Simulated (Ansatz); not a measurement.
Geometry optimisation, Ansatz, RKS PBE/def2-SVP.

Input:

```yaml
crystal:
  periodic: [false, false, false]
  atoms:
    - { symbol: O, position_ang: [-0.3767, -1.2243, 0.9184] }
    - { symbol: C, position_ang: [-0.0703, -0.3704, 0.0129] }
    - { symbol: O, position_ang: [1.2503, -0.1131, -0.2172] }
    - { symbol: Se, position_ang: [-1.3118, 0.5344, -1.054] }
    - { symbol: H, position_ang: [1.9957, -0.5845, 0.3332] }
    - { symbol: H, position_ang: [-1.27231, -0.55671, -2.14903] }
basis:
  gaussian: { orbitals: def2-SVP }
hamiltonian:
  xc: pbe
relax:
  f_tol: 0.015
  max_steps: 40
output:
  orbitals: {}
```

Run as:

```bash
$ ansatz run input.yaml --threads 1 --pin off --max-ram 2048MiB --backend cpu --events-out ev --progress --plain --runs-dir out
```

Where does it end, and by what steps?

The run converged. After 14 steps the energy has fallen by 0.956 eV; H6 moved furthest, 0.88 Å.

```json
{"step": "0", "energy less start (eV)": "0.0000", "largest force component (eV/Å)": "5.053", "accepted": "yes"}
{"step": "1", "energy less start (eV)": "-0.4064", "largest force component (eV/Å)": "4.168", "accepted": "yes"}
{"step": "2", "energy less start (eV)": "-0.5767", "largest force component (eV/Å)": "2.348", "accepted": "yes"}
{"step": "3", "energy less start (eV)": "-0.6316", "largest force component (eV/Å)": "1.291", "accepted": "yes"}
{"step": "4", "energy less start (eV)": "-0.6548", "largest force component (eV/Å)": "0.243", "accepted": "yes"}
{"step": "5", "energy less start (eV)": "-0.6646", "largest force component (eV/Å)": "0.126", "accepted": "yes"}
{"step": "6", "energy less start (eV)": "-0.6809", "largest force component (eV/Å)": "0.877", "accepted": "yes"}
{"step": "7", "energy less start (eV)": "-0.8107", "largest force component (eV/Å)": "0.548", "accepted": "yes"}
{"step": "8", "energy less start (eV)": "-0.8766", "largest force component (eV/Å)": "0.632", "accepted": "yes"}
{"step": "9", "energy less start (eV)": "-0.9047", "largest force component (eV/Å)": "1.005", "accepted": "yes"}
{"step": "10", "energy less start (eV)": "-0.9538", "largest force component (eV/Å)": "0.432", "accepted": "yes"}
{"step": "11", "energy less start (eV)": "-0.9559", "largest force component (eV/Å)": "0.107", "accepted": "yes"}
{"step": "12", "energy less start (eV)": "-0.9561", "largest force component (eV/Å)": "0.029", "accepted": "yes"}
{"step": "13", "energy less start (eV)": "-0.9562", "largest force component (eV/Å)": "0.017", "accepted": "yes"}
{"step": "14", "energy less start (eV)": "-0.9562", "largest force component (eV/Å)": "0.004", "accepted": "yes"}
```

```xyz
6
Properties=species:S:1:pos:R:3
O -0.227 -0.774 1.312
C -0.090 -0.499 0.144
O 1.089 -0.437 -0.516
Se -1.587 -0.084 -1.024
H 1.775 -0.661 0.154
H -0.745 0.140 -2.226
```

Run time: 34 s on 1 thread of Arm Neoverse V2, on a shared host, peak memory 0.12 GiB.
